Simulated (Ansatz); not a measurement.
A structure drawn as `[O]=[Mo]([OH])([OH])([F])[F]`, with this starting geometry:

```xyz
8

O     0.0019   -1.9491    0.1135
Mo   -0.1528    0.0385   -0.3508
O    -0.7493    1.7054    0.4842
O     1.3483   -0.7768    0.9536
F    -0.2873    0.1187   -2.3952
F    -1.8140   -1.1444   -1.3798
H    -0.0939    2.0130    1.1943
H     1.7472   -0.0053    1.3802
```

Charge 0, multiplicity 1. Mo: def2 effective core potential.

(1) Relax it with Ansatz at PBE-D4/def2-SVP and then PBE0-D4/def2-TZVP. Is the drawn bonding still there?

(2) Give the relaxed structure. (Best estimate.)

Atoms count as bonded under 1.1 times the sum of their covalent radii (H–H under 0.85 Å, pairs among N, O and F under 1.55 Å), and a drawn bond as lost past 1.3 times.

Results:

(1) Yes, every drawn bond is still there and no new one forms.

(2) The calculation gave: 
Z-matrix (Å, degrees):
```
Mo
O 1 1.873
O 1 1.870 2 90.3
F 1 1.844 2 85.0 3 -157.4
O 1 1.649 2 109.5 3 99.5
F 1 1.864 2 138.0 3 -83.6
H 2 0.962 1 119.9 3 -36.1
H 3 0.962 1 125.3 2 -87.0
```
All modes are real.
